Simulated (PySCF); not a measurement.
# Molecular orbitals of AsF

PBE0 at R = 1.754 Å; PySCF, no relativity, basis sets As def2-SVP, F def2-SVP. State: singlet, one real π or δ orbital doubly filled, a mixture of terms (⟨Lz²⟩ = 2.0), a second solution, started from another occupation. Only the outer orbitals are listed, counted within each symmetry.

| orbital | occ. | ε (eV) | on As (%) | main shells (%) |
| --- | --- | --- | --- | --- |
| 8σ | 2 | -32.12 | 6 | 92 F s |
| 9σ | 2 | -16.59 | 66 | 65 As s, 30 F p |
| 4π | 2 | -12.08 | 10 | 90 F p, 8 As p |
| 4π | 2 | -11.98 | 8 | 92 F p |
| 10σ | 2 | -11.76 | 49 | 51 F p, 30 As s, 18 As p |
| 5π | 2 | -5.37 | 93 | 93 As p |
| 5π | 0 | -4.15 | 92 | 92 As p |
| 11σ | 0 | -0.50 | 92 | 83 As p, 10 F p |
| 12σ | 0 | 5.23 | 101 | 101 As s |

**Question.** Which are the highest filled and the lowest empty level, where do they sit, and how wide is the gap?

**Answer.** Highest filled 5π at -5.37 eV (in %: 93 As p); lowest empty 5π at -4.15 eV (in %: 92 As p); the gap at PBE0 is 1.22 eV. Both belong to one degenerate shell, split only by its one-sided filling, so this is no excitation gap.

- bond order (Mayer): 1.02
- ⟨S²⟩: 0.000
- charge on As (Mulliken, basis-dependent): 0.36
- charge on As (Löwdin, basis-dependent): 0.23
- dipole moment (positive dipole means As(−)F(+)): -1.65 D

Shares are Mulliken populations and can fall outside 0 to 100 %.
